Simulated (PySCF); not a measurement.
# Co: electron affinity

Co⁻ [Ar] 3d8 4s2 (3F) → Co [Ar] 3d7 4s2 (4F), as a difference of total energies. Computed with PySCF 2.14 in x2c-TZVPPall with one added diffuse shell each of s, p, d, f type (7s6p5d3f1g, 80 functions), with the spin-free X2C one-electron Hamiltonian (Gaussian nucleus). Correlated levels: valence: [Ar] frozen. The calculations carry no spin-orbit coupling.

```json
{"method": "UHF", "electron affinity (eV)": "-2.057"}
{"method": "MP2 (valence)", "electron affinity (eV)": "0.474"}
{"method": "SCS-MP2 (valence)", "electron affinity (eV)": "0.334"}
{"method": "CCSD (valence)", "electron affinity (eV)": "-0.008"}
{"method": "CCSD(T) (valence)", "electron affinity (eV)": "0.307"}
```

The reference lies between the lowest fine-structure levels, while these numbers refer to the centres of the terms.

Errors of the correlated levels include the incompleteness of this basis and the frozen core.

A negative affinity means that the anion lies above the atom at that level of theory.

The coupled-cluster amplitudes are large for Co⁻ (T1 above 0.03 or a double amplitude above 0.15), so a single reference is strained.

For comparison: 0.662 eV (measured; photodetachment measurements, as compiled on the Wikipedia data page of electron affinities).
